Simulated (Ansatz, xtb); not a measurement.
## Two isomers of C5H4ClNO

Structure I is `C=Cc1ocnc1Cl`, a singlet and structure II is `C=Cc1nc(Cl)co1`, a singlet. Both are isolated molecules in the gas phase, relaxed with B3LYP/def2-SVP; each stands in its lowest conformer found.

I (Å):

```xyz
12

C    -2.5432    0.8356   -0.9581
C    -1.6518   -0.1442   -1.1804
C    -0.6259   -0.5705   -0.2590
C     0.5478   -0.6020    1.5604
C     0.3559   -1.5355   -0.3119
Cl    0.6780   -2.6158   -1.6106
N     1.0867   -1.5393    0.8473
O    -0.4866    0.0279    0.9673
H    -3.2887    1.0949   -1.7126
H    -2.5511    1.4004   -0.0224
H    -1.6579   -0.6999   -2.1226
H     0.8254   -0.2702    2.5596
```

II (Å):

```xyz
12

C    -1.9897    1.6590    1.7569
C    -1.2485    2.2348    0.7988
C    -0.0104    1.6942    0.2666
C     1.7809    1.3369   -0.8061
C     1.6231    0.2886    0.0563
Cl    3.0603    1.5849   -1.9297
N     0.7438    2.2170   -0.6638
O     0.4723    0.5174    0.7462
H    -1.6964    0.7102    2.2135
H    -2.9121    2.1261    2.1083
H    -1.5421    3.1831    0.3420
H     2.1865   -0.6115    0.2785
```

Energies in hartree; the thermal terms are from GFN2-xTB frequencies at re-optimised GFN2-xTB minima (ideal gas, soft modes damped towards free rotors, one conformer each, 298.15 K, 1 atm) and include the zero-point energy:

```
                              I           II
E, CCSD(T)/def2-SVP  −781.253286  −781.252178
    E, MP2/def2-SVP  −781.165263  −781.163513
  E, MP2/def2-TZVPP  −781.967377  −781.966127
  zero-point energy     0.079606     0.079385
       H(298 K) − E     0.087654     0.087457
       G(298 K) − E     0.047432     0.047275
```

Task: Correct the CCSD(T) difference for the basis set by the MP2 change, then work out ΔE, ΔE₀, ΔH and ΔG for I → II in kcal/mol (1 Eh = 627.51 kcal/mol) and the equilibrium ratio [II]/[I].

Result: 1. Differences II − I: CCSD(T) +0.001108, MP2 in the small set +0.001750, MP2 in the large set +0.001250 Eh.
2. ΔE = +0.001108 + (+0.001250 − (+0.001750)) = +0.000608 Eh = +0.38 kcal/mol.
3. ΔE₀ = ΔE + ΔZPE = +0.000608 + (−0.000221) Eh = +0.24 kcal/mol.
4. ΔH = ΔE + (−0.000197) Eh = +0.26 kcal/mol.
5. ΔG = ΔE + (−0.000157) Eh = +0.28 kcal/mol, so ΔS = (ΔH − ΔG)/T = −0.4 J/(mol K).
6. kT = 0.9442 mEh, so K = [II]/[I] = exp(−ΔG/kT) = exp(−0.48) ≈ 0.62.

The two are too close for this level to say which is favoured. An error of 1 kcal/mol in ΔG would change K by a factor of 5.4. Mirror images and further conformers aren't counted.

As drawn, both hold the same kinds of bond in the same numbers.

Other levels gave ΔE = 0.0 (GFN2-xTB); −0.4 (HF/STO-3G, GFN2-xTB geometries); +0.5 (r2SCAN-D4/def2-SVP, GFN2-xTB geometries); +0.3 (B3LYP/def2-SVP); −0.3 (HF/def2-SVP); +1.1 (MP2/def2-SVP); +0.7 (CCSD(T)/def2-SVP) kcal/mol. The correlated steps freeze 12 core orbitals. Programs: Ansatz 0.2.0, xtb 6.7.1.
